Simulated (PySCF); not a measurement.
## Working out the ionisation energy of In

In [Kr] 4d10 5s2 5p1 (2P) → In⁺ [Kr] 4d10 5s2 (1S). All numbers are calculated (PySCF 2.14, a scalar-relativistic core potential, in def2-QZVPPD with the def2 core potential (28 electrons)). Frozen: nothing. Energies in hartree (1 hartree = 27.21139 eV):

| part | In (lower) | In⁺ (upper) |
| --- | --- | --- |
| UHF | -189.210661 | -189.018876 |
| MP2 opposite-spin | -0.388428 | -0.383282 |
| MP2 same-spin | -0.205868 | -0.201581 |

Task: What does Hartree-Fock give?

Result: (-189.018876) − (-189.210661) = 0.191785 hartree = 5.219 eV.

Task: What do MP2 and SCS-MP2 (6/5 opposite-spin, 1/3 same-spin) give?

Result: The opposite-spin parts differ by 0.140 eV and the same-spin parts by 0.117 eV. MP2: 5.219 + (0.140) + (0.117) = 5.476 eV. SCS-MP2: 5.219 + 1.2 × (0.140) + (0.117)/3 = 5.426 eV.

Measured between the centres of the two terms (NIST): 5.603 eV, so MP2 (valence and next inner shell) is off by -0.127 eV.

What remains against the reference includes basis incompleteness and correlation beyond second order.
